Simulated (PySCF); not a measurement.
# Working out the ionisation energy of Zn+

Zn+ [Ar] 3d10 4s1 (2S) → Zn(2+) [Ar] 3d10 (1S). Calculation: PySCF 2.14, in x2c-TZVPall; scalar relativity by spin-free X2C-1e. Frozen: [Ar]. Energies in hartree (1 hartree = 27.21139 eV):

| part | Zn+ (lower) | Zn(2+) (upper) |
| --- | --- | --- |
| UHF | -1793.967878 | -1793.347653 |
| CCSD correlation | -0.335338 | -0.311315 |
| (T) | -0.006271 | -0.004458 |

Task: What does Hartree-Fock give?

Result: (-1793.347653) − (-1793.967878) = 0.620225 hartree = 16.877 eV.

Task: What do CCSD and CCSD(T) give?

Result: The CCSD correlation energies differ by 0.024023 hartree = 0.654 eV and the triples by 0.001813 hartree = 0.049 eV, so CCSD gives 17.531 eV and CCSD(T) 17.580 eV.

Measured between the centres of the two terms (NIST): 17.964 eV, so CCSD(T) (valence) is off by -0.384 eV.

What remains against the reference includes basis incompleteness, the frozen core and higher excitations.
